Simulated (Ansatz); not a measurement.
Cost and result up the ladder for Ca₄O₃ (the lowest singlet isomer of a short search) (7 atoms). Total charge 0; singlet. Geometry: r2SCAN-D4/def2-SVP.

Cartesian coordinates in Å:
```
Ca -0.637 1.417 -1.462
Ca 1.618 -0.109 0.081
Ca -0.858 0.607 1.856
Ca -0.906 -1.861 -0.514
O 0.310 -0.491 -1.610
O 0.352 1.621 0.419
O 0.122 -1.183 1.230
```

Ansatz on 4 threads of Arm Neoverse V2 on a shared host. Times are rough, and most runs start from the orbitals of an earlier one. No level here is sound enough to serve as a yardstick. Binding counts from free atoms at the same level (Ca singlet, O triplet; other spins of the atoms weren't run), without zero-point energy or a counterpoise term.

Correlated methods freeze 23 core orbitals; core or outer-core shells of Ca are correlated, in sets that lack core-valence functions. The rows differ in basis, and correlated rows in double-zeta sets carry the largest basis error. The structure comes from a short search, and lower isomers may exist.

Correlated methods converge slowly with the basis, most of all in double-zeta sets.

```
                         level  functions  binding energy per atom (eV)                                    remarks
               PBE-D4/def2-SVP        138                          4.12              restricted SCF unstable in HF
         LDA (SPW92)/def2-TZVP        237                          4.55              restricted SCF unstable in HF
             PBE0-D4/def2-TZVP        237                          3.69              restricted SCF unstable in HF
        CAM-B3LYP-D4/def2-TZVP        237                          3.69              restricted SCF unstable in HF
PBE-D4/def2-TZVP (with forces)        237                          3.98              restricted SCF unstable in HF
           r2SCAN-D4/def2-TZVP        237                          3.98              restricted SCF unstable in HF
              PBE0-D4/def2-SVP        138                          3.81              restricted SCF unstable in HF
              CCSD(T)/def2-SVP        138                          3.31  large T1 (0.024), restricted SCF unstable
              B97M-V/def2-TZVP        237                          3.80              restricted SCF unstable in HF
                 MP2/def2-TZVP        237                          3.59                    restricted SCF unstable
```

(1) Estimate how long each takes.

## Answers

(1) LDA (SPW92)/def2-TZVP 2.5 s; PBE-D4/def2-SVP 2.6 s; PBE0-D4/def2-SVP 3.8 s; PBE-D4/def2-TZVP (with forces) 5 s; CAM-B3LYP-D4/def2-TZVP 9 s; MP2/def2-TZVP 9 s; PBE0-D4/def2-TZVP 9.5 s; r2SCAN-D4/def2-TZVP 10 s; B97M-V/def2-TZVP 19 s; CCSD(T)/def2-SVP 43 s. On shared hardware such times vary by a factor of up to 3.
